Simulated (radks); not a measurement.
Removal energies from the ytterbium ion Yb7+, [Xe] 4f9, by Delta-SCF beside the eigenvalue of the level emptied. All-electron calculation, scalar-relativistic Kohn-Sham, PBE, spin-polarised, spherical densities, finite nucleus; Fermi nuclear charge, rms radius of each element as measured or else 0.836 A^(1/3) + 0.57 fm. Program: a radial shooting solver on a logarithmic mesh with Libxc functionals. Open shells are filled with parallel spins first.

removed from	final configuration	Delta-SCF (eV)	-eigenvalue (eV)
5p	[Kr] 4d10 4f9 5s2 5p5	137.70	129.16
4f	[Xe] 4f8	144.66	130.62
5s	[Kr] 4d10 4f9 5s1 5p6	172.30	162.92
4d	[Kr] 4d9 4f9 5s2 5p6	325.29	310.54
